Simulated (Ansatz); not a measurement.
input.yaml

```yaml
crystal:
  periodic: [false, false, false]
  atoms:
    - { symbol: Ge, position_ang: [0.0, 0.0, 0.0] }
    - { symbol: H, position_ang: [0.0, 0.0, 1.9] }
    - { symbol: H, position_ang: [1.4616, 0.0, -0.5162] }
    - { symbol: Cl, position_ang: [-1.0456, 1.8115, -0.7393] }
    - { symbol: F, position_ang: [-0.7913, -1.3709, -0.5594] }
    - { symbol: Br, position_ang: [1.0122, 2.3539, 0.8514] }
    - { symbol: H, position_ang: [0.3795, 0.8825, 1.9922] }
basis:
  gaussian: { orbitals: def2-SVP }
hamiltonian:
  xc: pbe
  dispersion: d4
relax:
  f_tol: 0.15
  max_steps: 25
  restrain:
    - { distance: [0, 5], at: 2.4, k: 30.0 }
    - { distance: [6, 1], at: 0.66, k: 30.0 }
    - { distance: [0, 1], at: 2.75, k: 30.0 }
    - { distance: [6, 5], at: 2.75, k: 30.0 }
```

Command:

```bash
$ ansatz run input.yaml --threads 4 --pin off --max-ram 5120MiB --backend cpu --events-out ev --progress --plain --runs-dir out
```

Hardware: 4 threads of Arm Neoverse V2, with other jobs on the host.

**Question.** Roughly how long does this run take, and how much memory?

**Answer.** 22 s, with a peak of 0.18 GiB, for 22 ionic steps.
